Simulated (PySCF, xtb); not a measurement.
1,2,4-triazole cation (C2H3N3), SMILES c1nc[nH]n1 (connectivity only; charge and spin as stated), charge +1, multiplicity 2.

Harmonic wavenumbers (cm⁻¹) from GFN2-xTB run with xtb 6.7.1 at its own minimum, in rising order: 599, 625, 722, 827, 851, 860, 862, 1006, 1067, 1096, 1206, 1306, 1344, 1450, 1467, 3134, 3145, 3326.

Question: What does PBE0-D3(BJ)/def2-SVP (PySCF 2.14.0) give at its own minimum? (The exact figures need the calculation; the answer reports its results.)

Answer: 453, 667, 752, 824, 858, 895, 930, 1070, 1171, 1216, 1279, 1345, 1463, 1552, 1585, 3290, 3312, 3585. Paired by order, the mean absolute difference is 92 cm⁻¹ and the zero-point energies are 35.6 and 37.5 kcal/mol.
